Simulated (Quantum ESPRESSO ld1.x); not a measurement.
Problem. The mean radii <r> (bohr) of the occupied orbitals of an atom or ion are listed with their occupations. All-electron calculation, Dirac Kohn-Sham, LDA (Slater exchange, Perdew-Zunger correlation), spin-unpolarised, spherical densities, point nucleus. Program: ld1.x of Quantum ESPRESSO 7.5.

orbital  occ.      <r>
1s1/2       2  0.03266
2s1/2       2   0.1409
2p1/2       2   0.1196
2p3/2       4   0.1244
3s1/2       2   0.3629
3p1/2       2   0.3501
3p3/2       4   0.3583
3d3/2     1.2   0.3197
3d5/2     1.8   0.3223

Name the element and its charge. Open shells, if any, are shared by 2j + 1.

Solution. Z = 45, rhodium, charge +24: Rh24+ in [Ar] 3d3. The 1s radius gives Z: for a bare nucleus <r> = (2 gamma + 1)/(2Z) with gamma = sqrt(1 - (Z/c)^2), 0.0321 bohr for Z = 45, and screening makes it slightly larger (0.03266 here). The occupations add up to 21, and the charge is Z minus that.
